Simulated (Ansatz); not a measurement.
Ansatz (a first-principles code) input (B3LYP-D3(BJ)/def2-TZVP):

Ansatz 0.2 input:
```yaml
crystal:
  periodic: [false, false, false]
  atoms:
    - {symbol: Os, position_ang: [0.07187706, -0.04944983, 0.07858670]}
    - {symbol: O, position_ang: [0.86079507, 0.45322953, -1.33546470]}
    - {symbol: O, position_ang: [-1.54362716, 0.01654383, 0.58889100]}
basis:
  gaussian:
    orbitals: def2-TZVP
hamiltonian:
  xc: b3lyp
  dispersion: d3bj
magnetization: {spin_polarized: true, initial_magnetization: 2}
phonons: {temperatures: {t_min: 298.15, t_max: 298.15, t_step: 100}}
```

Output:

```
Functional definition: B3LYP
integrals: 0.03 GiB planned
701 factors; their error is unknown
mean field: 0.35 GiB planned
mean field evaluation 1: about -6550.1364 eV, gradient 6.3e1 eV
mean field evaluation 2: about -6376.7889 eV, gradient 2.0e2 eV
mean field evaluation 4: about -6562.9604 eV, gradient 8.5e0 eV
mean field evaluation 8: about -6563.2484 eV, gradient 1.3e-1 eV
mean field evaluation 16: about -6563.2705 eV, gradient 1.6e-3 eV
mean field evaluation 32: about -6563.0729 eV, gradient 2.7e0 eV
mean field -6563.27051859 eV, -241.1957428137 hartree, gradient 7.3e-6 eV, S^2 2.004201; 3 other end points of the search recorded, 0 dependent functions left out
the calculation of the forces begins
reference -6563.27071976 eV, -241.1957502064 hartree; 17, 15 occupied and 85, 87 virtual orbitals, 701 factors
these checks for a lower state are left out or cut short: stability, starts, cluster_reference, orbital_swaps, neighbouring_geometries, increment
integrals: 0.03 GiB planned
701 factors; their error is unknown
mean field: 0.35 GiB planned
mean field -6563.27040458 eV, -241.1957386240 hartree, gradient 1.5e-6 eV, S^2 2.004209; 0 other end points of the search recorded, 0 dependent functions left out
the calculation of the forces begins
reference -6563.27060575 eV, -241.1957460167 hartree; 17, 15 occupied and 85, 87 virtual orbitals, 701 factors
these checks for a lower state are left out or cut short: stability, starts, cluster_reference, orbital_swaps, neighbouring_geometries, increment
integrals: 0.03 GiB planned
701 factors; their error is unknown
mean field: 0.35 GiB planned
mean field -6563.27040273 eV, -241.1957385560 hartree, gradient 2.0e-6 eV, S^2 2.004194; 0 other end points of the search recorded, 0 dependent functions left out
the calculation of the forces begins
reference -6563.27060390 eV, -241.1957459487 hartree; 17, 15 occupied and 85, 87 virtual orbitals, 701 factors
these checks for a lower state are left out or cut short: stability, starts, cluster_reference, orbital_swaps, neighbouring_geometries, increment
integrals: 0.03 GiB planned
701 factors; their error is unknown
mean field: 0.35 GiB planned
mean field -6563.27039300 eV, -241.1957381982 hartree, gradient 2.6e-6 eV, S^2 2.004215; 0 other end points of the search recorded, 0 dependent functions left out
the calculation of the forces begins
reference -6563.27059416 eV, -241.1957455909 hartree; 17, 15 occupied and 85, 87 virtual orbitals, 701 factors
these checks for a lower state are left out or cut short: stability, starts, cluster_reference, orbital_swaps, neighbouring_geometries, increment
integrals: 0.03 GiB planned
701 factors; their error is unknown
mean field: 0.35 GiB planned
mean field evaluation 64: about -6563.2482 eV, gradient 7.0e-4 eV
mean field -6563.27036895 eV, -241.1957373144 hartree, gradient 2.5e-6 eV, S^2 2.004188; 0 other end points of the search recorded, 0 dependent functions left out
the calculation of the forces begins
reference -6563.27057011 eV, -241.1957447070 hartree; 17, 15 occupied and 85, 87 virtual orbitals, 701 factors
these checks for a lower state are left out or cut short: stability, starts, cluster_reference, orbital_swaps, neighbouring_geometries, increment
integrals: 0.03 GiB planned
701 factors; their error is unknown
mean field: 0.35 GiB planned
mean field -6563.27050894 eV, -241.1957424589 hartree, gradient 2.2e-6 eV, S^2 2.004207; 0 other end points of the search recorded, 0 dependent functions left out
the calculation of the forces begins
reference -6563.27071010 eV, -241.1957498516 hartree; 17, 15 occupied and 85, 87 virtual orbitals, 701 factors
these checks for a lower state are left out or cut short: stability, starts, cluster_reference, orbital_swaps, neighbouring_geometries, increment
integrals: 0.03 GiB planned
701 factors; their error is unknown
mean field: 0.35 GiB planned
mean field -6563.27048971 eV, -241.1957417522 hartree, gradient 1.9e-6 eV, S^2 2.004196; 0 other end points of the search recorded, 0 dependent functions left out
the calculation of the forces begins
reference -6563.27069087 eV, -241.1957491448 hartree; 17, 15 occupied and 85, 87 virtual orbitals, 701 factors
Total energy: -6563.35210932 eV, -241.1987412176 hartree
Atom 0 at     0.071877    -0.049450     0.078587 Å, force     0.000052    -0.000036     0.000057 eV/Å
Atom 1 at     0.860795     0.453230    -1.335465 Å, force    -0.000025     0.000018    -0.000029 eV/Å
Atom 2 at    -1.543627     0.016544     0.588891 Å, force    -0.000027     0.000018    -0.000028 eV/Å
Dipole moment:     0.265815    -0.182875     0.290629 e Å
Vibrations: 226.52 978.18 1032.53 cm⁻¹, zero-point energy 0.138690 eV
```

The spin state was set by rule; other spins were not relaxed.
